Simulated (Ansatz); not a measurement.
HF₄OW (SMILES [OH][W+]([F])([F])([F])[F]), charge +1, singlet, geometry from GFN2-xTB (such geometries of metal compounds can be far from the true shape) (the multiplicity is a formal guess) (core potentials on W); Ansatz (a first-principles code) with HF/def2-SVP.

Ansatz was given this input:
Ansatz 0.2 input:
```yaml
crystal:
  periodic: [false, false, false]
  atoms:
    - {symbol: W, position_ang: [0.00517043, 0.01064127, 0.00015456]}
    - {symbol: F, position_ang: [1.57163266, -0.84182049, -0.33845170]}
    - {symbol: F, position_ang: [-0.58071913, 0.17421454, 1.71045465]}
    - {symbol: F, position_ang: [-1.08889765, 0.46594466, -1.37493200]}
    - {symbol: F, position_ang: [-0.77847316, -1.60217707, -0.02327098]}
    - {symbol: O, position_ang: [0.78657628, 1.61885412, 0.02351321]}
    - {symbol: H, position_ang: [1.21289358, 2.49625856, 0.03625716]}
basis:
  gaussian:
    orbitals: def2-SVP
hamiltonian:
  xc: hf
total_charge: 1
```

### Question
What does Ansatz print? Leave out banner, timings and long lists.

### Answer

```
Functional definition: HF
1002 factors; integrals over basis functions are off by at most 1.1e-3 eV
mean field evaluation 1: about -14653.9296 eV, gradient 8.9e1 eV
mean field evaluation 2: about -14654.0943 eV, gradient 8.9e1 eV
mean field evaluation 4: about -14667.6567 eV, gradient 5.8e0 eV
mean field evaluation 8: about -14667.7844 eV, gradient 1.1e0 eV
mean field evaluation 16: about -14667.7874 eV, gradient 1.2e-5 eV
mean field -14667.78737157 eV, -539.0312437219 hartree, gradient 1.2e-5 eV, S^2 0.000000; 0 other end points of the search recorded, 0 dependent functions left out
reference -14667.78737157 eV, -539.0312437219 hartree; 29, 29 occupied and 78, 78 virtual orbitals, 1002 factors
Total energy: -14667.78737157 eV, -539.0312437219 hartree
```
